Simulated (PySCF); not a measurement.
sulfur trioxide (O3S), singlet, geometry from GFN2-xTB; CCSD/6-31G in PySCF.

The PySCF input:
```python
from pyscf import gto, scf, cc

mol = gto.Mole()
mol.atom = '''
    O    -0.691787   -1.236790   -0.046012
    S    -0.000000    0.000000   -0.000000
    O    -0.725140    1.218401   -0.002092
    O     1.416927    0.018388    0.048104
'''
mol.basis = '6-31g'
mol.charge = 0
mol.spin = 0
mol.verbose = 4
mol.build()

mf = scf.RHF(mol)
mf.kernel()

mycc = cc.CCSD(mf, frozen=8)
mycc.kernel()
print('E(CCSD) = %.10f' % mycc.e_tot)
mf.analyze()
```

The log (banner, timings and long lists left out):

```
PySCF version 2.14.0

[INPUT] verbose = 4
[INPUT] num. atoms = 4
[INPUT] num. electrons = 40
[INPUT] charge = 0
[INPUT] spin (= nelec alpha-beta = 2S) = 0
[INPUT] symmetry False subgroup None
[INPUT] Mole.unit = angstrom
[INPUT] Symbol           X                Y                Z      unit          X                Y                Z       unit  Magmom
[INPUT]  1 O     -0.691787000000  -1.236790000000  -0.046012000000 AA   -1.307287966534  -2.337194373601  -0.086950078443 Bohr   0.0
[INPUT]  2 S      0.000000000000   0.000000000000   0.000000000000 AA    0.000000000000   0.000000000000   0.000000000000 Bohr   0.0
[INPUT]  3 O     -0.725140000000   1.218401000000  -0.002092000000 AA   -1.370316001967   2.302444199896  -0.003953307053 Bohr   0.0
[INPUT]  4 O      1.416927000000   0.018388000000   0.048104000000 AA    2.677603968502   0.034748283979   0.090903385496 Bohr   0.0

nuclear repulsion = 184.689260983703
number of shells = 22
number of NR pGTOs = 112
number of NR cGTOs = 40
basis = 6-31g
ecp = {}

******** <class 'pyscf.scf.hf.RHF'> ********
method = RHF
initial guess = minao
damping factor = 0
level_shift factor = 0
DIIS = <class 'pyscf.scf.diis.CDIIS'>
diis_start_cycle = 1
diis_space = 8
diis_damp = 0
SCF conv_tol = 1e-09
SCF conv_tol_grad = None
SCF max_cycles = 50
direct_scf = True
direct_scf_tol = 1e-13
Set gradient conv threshold to 3.16228e-05
Initial guess from minao.
init E= -623.405584935776
  HOMO = -0.437183806348085  LUMO = -0.0398046972001782  gap/eV = 10.81324
cycle= 1 E= -621.33822417738  delta_E= 2.07  |g|= 0.892  |ddm|= 2.76
  HOMO = -0.526226006336829  LUMO = -0.0740581722718681  gap/eV = 12.30411
cycle= 2 E= -621.502429563513  delta_E= -0.164  |g|= 0.516  |ddm|= 1.83
  HOMO = -0.583642028405284  LUMO = -0.0449285237903436  gap/eV = 14.65914
cycle= 3 E= -621.557079531587  delta_E= -0.0546  |g|= 0.05  |ddm|= 0.569
  HOMO = -0.568352145126385  LUMO = -0.0198447411582903  gap/eV = 14.92565
cycle= 4 E= -621.557988886662  delta_E= -0.000909  |g|= 0.0155  |ddm|= 0.0693
  HOMO = -0.569054823735269  LUMO = -0.0197903674780515  gap/eV = 14.94625
cycle= 5 E= -621.558159004603  delta_E= -0.00017  |g|= 0.00299  |ddm|= 0.0448
  HOMO = -0.568938098746255  LUMO = -0.0197382608517618  gap/eV = 14.94449
cycle= 6 E= -621.558164926851  delta_E= -5.92e-06  |g|= 0.000445  |ddm|= 0.00853
  HOMO = -0.568939806883036  LUMO = -0.0196301193910335  gap/eV = 14.94748
cycle= 7 E= -621.558165055512  delta_E= -1.29e-07  |g|= 9.6e-05  |ddm|= 0.00118
  HOMO = -0.568957671603702  LUMO = -0.0196407059250729  gap/eV = 14.94768
cycle= 8 E= -621.55816506248  delta_E= -6.97e-09  |g|= 1.44e-05  |ddm|= 0.000253
  HOMO = -0.568960885756875  LUMO = -0.0196402611415039  gap/eV = 14.94778
cycle= 9 E= -621.558165062623  delta_E= -1.43e-10  |g|= 3.86e-06  |ddm|= 3.96e-05
  HOMO = -0.56896085946327  LUMO = -0.0196404539021486  gap/eV = 14.94777
Extra cycle  E= -621.558165062625  delta_E= -1.93e-12  |g|= 3.67e-06  |ddm|= 6.13e-06
converged SCF energy = -621.558165062625

******** <class 'pyscf.cc.ccsd.CCSD'> ********
CC2 = 0
CCSD nocc = 12, nmo = 32
frozen orbitals 8
max_cycle = 50
direct = 0
conv_tol = 1e-07
conv_tol_normt = 1e-05
diis_space = 6
diis_start_cycle = 0
diis_start_energy_diff = 1e+09
Init t2, MP2 energy = -622.044571190925  E_corr(MP2) -0.486406128300405
Init E_corr(CCSD) = -0.48640612830382
cycle = 1  E_corr(CCSD) = -0.429694827504738  dE = 0.0567113008  norm(t1,t2) = 0.111274
cycle = 2  E_corr(CCSD) = -0.464287657897406  dE = -0.0345928304  norm(t1,t2) = 0.0471844
cycle = 3  E_corr(CCSD) = -0.457737712076418  dE = 0.00654994582  norm(t1,t2) = 0.0247672
cycle = 4  E_corr(CCSD) = -0.460552946801417  dE = -0.00281523472  norm(t1,t2) = 0.00637436
cycle = 5  E_corr(CCSD) = -0.460714557217147  dE = -0.000161610416  norm(t1,t2) = 0.000944043
cycle = 6  E_corr(CCSD) = -0.46064455610249  dE = 7.00011147e-05  norm(t1,t2) = 0.000357309
cycle = 7  E_corr(CCSD) = -0.460619713602634  dE = 2.48424999e-05  norm(t1,t2) = 6.54382e-05
cycle = 8  E_corr(CCSD) = -0.460624542793813  dE = -4.82919118e-06  norm(t1,t2) = 2.24882e-05
cycle = 9  E_corr(CCSD) = -0.460624263485797  dE = 2.79308016e-07  norm(t1,t2) = 6.97328e-06
cycle = 10  E_corr(CCSD) = -0.460624179571945  dE = 8.39138526e-08  norm(t1,t2) = 1.76984e-06
CCSD converged
E(CCSD) = -622.0187892421967  E_corr = -0.4606241795719447
E(CCSD) = -622.0187892422
**** SCF Summaries ****
Total Energy =                        -621.558165062624767
Nuclear Repulsion Energy =             184.689260983703321
One-electron Energy =                -1220.885370004566994
Two-electron Energy =                  414.637943958238907
Two-electron Coulomb Energy =          464.392472494334868
DFT Exchange-Correlation Energy =      -49.754528536095961
HOMO-LUMO gap [eV] =                    14.947769604386634
**** MO energy ****
MO #1   energy= -92.3583069297312  occ= 2
MO #2   energy= -20.6846987072532  occ= 2
MO #3   energy= -20.6846963878919  occ= 2
MO #4   energy= -20.6846190645702  occ= 2
MO #5   energy= -9.37697686978128  occ= 2
MO #6   energy= -7.05982929802675  occ= 2
MO #7   energy= -7.0598292558886   occ= 2
MO #8   energy= -7.05289747509146  occ= 2
MO #9   energy= -1.67778109957955  occ= 2
MO #10  energy= -1.49897254838425  occ= 2
MO #11  energy= -1.49897127101398  occ= 2
MO #12  energy= -0.897992498286658 occ= 2
MO #13  energy= -0.811712121296032 occ= 2
MO #14  energy= -0.77479932965034  occ= 2
MO #15  energy= -0.774799309241913 occ= 2
MO #16  energy= -0.598529684262245 occ= 2
MO #17  energy= -0.598529621876695 occ= 2
MO #18  energy= -0.572875582500104 occ= 2
MO #19  energy= -0.568961854212866 occ= 2
MO #20  energy= -0.56896085946327  occ= 2
MO #21  energy= -0.0196404539021486 occ= 0
MO #22  energy= 0.0629933133483389 occ= 0
MO #23  energy= 0.294763521674339  occ= 0
MO #24  energy= 0.294763620717183  occ= 0
MO #25  energy= 0.363328277295257  occ= 0
MO #26  energy= 0.390104025122188  occ= 0
MO #27  energy= 0.564633829023095  occ= 0
MO #28  energy= 0.564634067199299  occ= 0
 ** Mulliken pop on meta-lowdin orthogonal AOs  **
 ** Mulliken pop  **
pop of  0 O 1s            1.99999
pop of  0 O 2s            1.81215
pop of  0 O 3s            0.01022
pop of  0 O 2px           1.74894
pop of  0 O 2py           1.45400
pop of  0 O 2pz           1.64562
pop of  0 O 3px           0.00455
pop of  0 O 3py           0.00338
pop of  0 O 3pz           0.00582
pop of  1 S 1s            2.00000
pop of  1 S 2s            1.99998
pop of  1 S 3s            1.07883
pop of  1 S 4s            0.03379
pop of  1 S 2px           1.99997
pop of  1 S 2py           1.99997
pop of  1 S 2pz           1.99998
pop of  1 S 3px           0.82055
pop of  1 S 3py           0.82038
pop of  1 S 3pz           1.02118
pop of  1 S 4px           0.07390
pop of  1 S 4py           0.07394
pop of  1 S 4pz           0.02356
pop of  2 O 1s            1.99999
pop of  2 O 2s            1.81215
pop of  2 O 3s            0.01022
pop of  2 O 2px           1.73567
pop of  2 O 2py           1.46667
pop of  2 O 2pz           1.64621
pop of  2 O 3px           0.00450
pop of  2 O 3py           0.00343
pop of  2 O 3pz           0.00582
pop of  3 O 1s            1.99999
pop of  3 O 2s            1.81215
pop of  3 O 3s            0.01022
pop of  3 O 2px           1.31958
pop of  3 O 2py           1.88342
pop of  3 O 2pz           1.64556
pop of  3 O 3px           0.00285
pop of  3 O 3py           0.00508
pop of  3 O 3pz           0.00582
 ** Mulliken atomic charges  **
charge of    0O =     -0.68466
charge of    1S =      2.05398
charge of    2O =     -0.68466
charge of    3O =     -0.68466
Dipole moment(X, Y, Z, Debye): -0.00000, -0.00001, -0.00000
```
